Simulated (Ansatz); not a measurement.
One change: `[BH2][GeH2][CH]=O` becomes `O=[CH][GeH3]`.

Ansatz, PBE0-D4/def2-TZVP geometries, multiplicity 1. Each molecule was computed in one conformer, which needn't be the lowest.

Scalar relativity is left out up to krypton.

| property | `[BH2][GeH2][CH]=O` |
| --- | --- |
| LUMO energy (ωB97M-V/def2-TZVPP) / eV | -0.83 |
| zero-point energy (PBE0-D4/def2-TZVP) / kJ/mol | 139.9 |
| HOMO–LUMO gap (ωB97M-V/def2-TZVPP) / eV | 8.31 |
| size of the dipole moment (PBE/def2-TZVPP) / D | 1.74 |
| HOMO energy (PBE0/def2-TZVPP) / eV | -6.98 |
| HOMO energy (PBE/def2-TZVPP) / eV | -5.78 |

Question: What does the change do to each property? (Estimate.)

Answer: The calculation gave: 
```
                                      property  `O=[CH][GeH3]`  shift
         LUMO energy (ωB97M-V/def2-TZVPP) / eV            0.82   1.65
zero-point energy (PBE0-D4/def2-TZVP) / kJ/mol           106.7  -33.2
       HOMO–LUMO gap (ωB97M-V/def2-TZVPP) / eV           10.16   1.85
size of the dipole moment (PBE/def2-TZVPP) / D            1.86   0.12
            HOMO energy (PBE0/def2-TZVPP) / eV           -7.09  -0.11
             HOMO energy (PBE/def2-TZVPP) / eV           -5.70   0.08
```

With PBE0 the HOMO falls by 0.11 eV and the LUMO rises by 1.26 eV, so the gap widens by about 1.37 eV. PBE moves the HOMO by 0.08 eV and ωB97M-V by -0.21 eV. The zero-point energy changes by -33.2 kJ/mol with -6 modes. Dipoles are sizes alone; their direction can turn.
